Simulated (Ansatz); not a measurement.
Species: ZnH₂ (charge 0, singlet). 
Coordinates optimised at B3LYP-D3(BJ)/def2-TZVP (Ansatz, a program for electronic structure):
SMILES: [ZnH2]
```xyz
3

Zn     0.0000     0.0000     0.0000
H      0.0000     0.0000    -1.5440
H      0.0000     0.0000     1.5440
```
Charge 0, spin multiplicity 1.

Computed values are from Ansatz. Valence correlation only, unless marked. Open shells are spin-unrestricted. No spin-orbit coupling. The frozen core is the preceding noble-gas configuration, with the filled d and f shells of earlier blocks. Non-relativistic. Basis-set limits of correlation are two-point, X^-3; Hartree-Fock from the larger set.

Q: What is the atomisation energy De at CCSD(T)/CBS(def2-TZVPPD,def2-QZVPPD)?

A: 436.8 kJ/mol.

Q: What is the T1 diagnostic at CCSD/def2-QZVPPD?

A: 0.018.

Q: What is the total energy at CCSD(T)/CBS(def2-TZVPPD,def2-QZVPPD)?

A: -1779.5383 Eh.

Q: What is the dipole moment at CCSD(T)/def2-SVPD?

A: 0.00 D.
